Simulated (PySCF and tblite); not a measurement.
Results of a calculation; reference values are marked as such.
2 E/Z isomers of C9H17ClO, numbered alike:

```json
{"isomer": "A", "SMILES": "[CH3:1][CH2:2]/[CH:3]=[C:4](/[Cl:5])[CH2:6][O:7][C@H:8]([CH3:9])[CH2:10][CH3:11]", "descriptors (one enantiomer)": "8R, 3=4 E"}
{"isomer": "B", "SMILES": "[CH3:1][CH2:2]/[CH:3]=[C:4](\\[Cl:5])[CH2:6][O:7][C@H:8]([CH3:9])[CH2:10][CH3:11]", "descriptors (one enantiomer)": "8R, 3=4 Z"}
```

Protocol: conformer search, at most 6 conformers an isomer, GFN2-xTB geometries, energies PBE0/6-31G* (D3(BJ) added where defined), weights at 298.15 K with GFN2-xTB thermal terms. Programs: PySCF with density fitting and tblite.

Problem. Rank the isomers by free energy at 298.15 K.

Solution. 
```csv
isomer,ΔG (kcal/mol),"ΔE, lowest conformer",conformers,largest weight %,rms dipole (D)
B,0.0,0.0,6,20,1.35
A,2.1,1.6,6,30,1.16
```

ΔG is for one enantiomer.

Problem. If they could interconvert freely, what would the mixture hold (chiral isomers as racemates)?

Solution. B 97 %, A 3 %. A racemate gains RT ln 2.

The conformer set may be incomplete (the search or the number kept was capped).
